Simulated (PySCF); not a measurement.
# One molecule, several mistakes: B2FH2N

All numbers below are calculated, not measured. The program is PySCF 2.14.0, an open-source quantum chemistry code, run on an isolated molecule that a program drew, which may never have been made. The molecule is B2FH2N (charge 0, singlet), drawn as the SMILES string `N=BBF`.

Each row is a Hartree-Fock (HF) and frozen-core CCSD(T) single point in the cc-pVDZ basis, meant for a local HF minimum. Run 1 is clean. Each other run has one planted mistake out of seven kinds, and not every kind appears here: one electron removed, one electron added, multiplicity raised by two, geometry at a saddle point, minimal basis STO-3G, one bond length entered in bohr, all coordinates scaled. The reference is restricted for singlets and unrestricted otherwise, and also for a bond in bohr. Adding or removing an electron swaps singlet and doublet. Electrons count all cores. HOMO and LUMO are orbital energies over both spins, the gradient is its largest component, and the lowest frequency (negative if imaginary) is given only where the gradient is small. Bond lengths are over the 5 bonds as drawn. T1 is the CCSD diagnostic: over 0.02 (restricted) or 0.045 (unrestricted) a single reference is doubtful.

Geometry of the clean run:
```xyz
6
B2FH2N, angstrom
N     0.1739   -1.5196    0.9490
B     0.1408   -0.3258    0.6631
B     0.1288    1.3415    0.3170
F    -0.5001    1.7800   -0.7647
H     0.1911   -2.4810    1.1650
H     0.6653    2.1601    1.0060
```

| run | electrons | basis functions | <S^2> | HOMO (eV) | LUMO (eV) | gradient (hartree/bohr) | lowest frequency (cm^-1) | mean bond (Å) | longest bond (Å) | T1 | HF (hartree) | CCSD(T) (hartree) | mistake |
|---|---|---|---|---|---|---|---|---|---|---|---|---|---|
| 1 | 28 | 66 | 0.000 | -11.62 | 1.71 | 2.0e-05 | 195 | 1.2878 | 1.703 | 0.0180 | -204.47983 | -205.02469 | no fault |
| 2 | 27 | 66 | 1.032 | -17.38 | -10.20 | 1.0e-01 | - | 1.2878 | 1.703 | 0.0721 | -204.04609 | -204.58883 | one electron removed |
| 3 | 28 | 66 | 0.843 | -10.09 | 0.52 | 1.3e-02 | - | 1.5238 | 2.506 | 0.0713 | -204.29873 | -204.82364 | one bond length entered in bohr |
| 4 | 28 | 22 | 0.000 | -9.51 | 6.25 | 9.6e-02 | - | 1.2878 | 1.703 | 0.0227 | -201.72362 | -201.93689 | minimal basis STO-3G |
| 5 | 29 | 66 | 0.762 | 0.24 | 9.38 | 7.5e-02 | - | 1.2878 | 1.703 | 0.0155 | -204.44266 | -204.99297 | ? |
| 6 | 28 | 66 | 0.000 | -10.96 | 1.10 | 1.1e-01 | - | 1.4050 | 1.858 | 0.0222 | -204.43107 | -204.99545 | ? |

**Which mistake was planted in run 5, and what did it cost?**

It counts 29 electrons, one more than the clean run, at the same geometry and basis. So the mistake is: one electron added. Subtracting run 1 and multiplying by 627.51 kcal/mol a hartree, the energy moved by 23.3 kcal/mol in HF and 19.9 kcal/mol in CCSD(T).

**Which mistake was planted in run 6, and what did it cost?**

The mean and the longest bond both change by the same factor, 1.091, and the gradient is no longer small. So the mistake is: all coordinates scaled. Subtracting run 1 and multiplying by 627.51 kcal/mol a hartree, the energy moved by 30.6 kcal/mol in HF and 18.3 kcal/mol in CCSD(T).

Cautions from the logs. Run 2: T1 is over the limit, so its CCSD(T) energy is less reliable; run 3: T1 is over the limit, so its CCSD(T) energy is less reliable; run 4: T1 is over the limit, so its CCSD(T) energy is less reliable; run 5: the HOMO is above zero, so the electron isn't bound and the energy depends on the basis; run 6: T1 is over the limit, so its CCSD(T) energy is less reliable.
